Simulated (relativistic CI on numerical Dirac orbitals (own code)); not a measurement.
Computed by Dirac-Coulomb-Breit CI, separate exchange-only KLI orbitals for each configuration, model QED, unscaled Slater integrals (own radial code, finite nucleus).

The strongest absorption lines from the ground level of an ion, among the configurations computed and to levels below about 1750 eV (vacuum wavelength in Å, gf): 7.4274 (0.6), 9.1957 (0.56), 9.2330 (3.4), 9.2424 (2.1), 9.2638 (0.9), 9.3270 (1.2), 9.4715 (1.3), 9.4897 (0.63).

Question: Which ion is it?
A. Br26+
B. Ga20+
C. Co18+
D. Ga22+

Answer: D. Ga22+ has 9 electrons and the ground level 2s2 2p5 2P°_3/2; the strongest line goes to 2s2 2p4 3d 2D_5/2. The pattern of lines fixes the number of electrons, and along that sequence the line energies rise steadily with the charge (about as its square where n changes within one kind of shell, about linearly where n is kept but much faster in heavy ions where fine structure, which grows about as Z⁴, sets the gap, and irregularly where shells cross), which fixes Z. Configurations outside the model, such as inner-shell arrays, can give stronger lines. At this charge energies of transitions that change n are usually good to better than 1 %, and those within a shell (Δn = 0) to a few per cent.

LS names give the leading component of a level, which can be under half, so a name can repeat, a term be missing and a line seem to break the LS rules.
